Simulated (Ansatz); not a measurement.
C$_{2}$H$_{6}$AlFO$_{2}$, relaxed with RKS PBE0-D4/def2-TZVP in Ansatz from a PBE-D4/def2-SVP geometry. The force threshold is 0.005 eV/Å; the program also tests the step.

Charge 0, multiplicity 1. The bonds changed during the relaxation, so this is another structure than the one it started from.

Start:

```xyz
12

C     0.581    0.758   -1.300
O     0.010   -0.153   -0.355
C     0.790   -0.595    0.852
F     1.452    0.530    1.309
O    -0.148   -1.043    1.656
Al   -1.637   -0.459    0.732
H     1.433    0.273   -1.821
H     0.924    1.683   -0.795
H    -0.208    0.997   -2.037
H     1.572   -1.319    0.516
H    -2.514   -1.623    0.083
H    -2.254    0.951    1.160
```

Problem. By how much does the energy fall, and how many steps does the optimiser take? (Best estimate.)

Solution. The calculation gave: 0.07 eV, in 12 steps.

Problem. Which bonds change most? (Estimate.)

Solution. Ansatz gave: O2–C3 from 1.504 to 1.461 Å; O5–Al6 from 1.847 to 1.807 Å; C3–Al6 from 2.434 to 2.396 Å; O2–Al6 from 1.997 to 1.970 Å.

Problem. Give the relaxed structure. (An estimate is asked.)

Solution. The calculation gave: 
```xyz
12

C     0.582    0.756   -1.287
O    -0.005   -0.113   -0.328
C     0.775   -0.585    0.814
F     1.473    0.494    1.288
O    -0.148   -1.022    1.636
Al   -1.618   -0.454    0.751
H     1.465    0.280   -1.717
H     0.854    1.705   -0.826
H    -0.161    0.914   -2.067
H     1.518   -1.313    0.467
H    -2.481   -1.590    0.068
H    -2.254    0.925    1.201
```
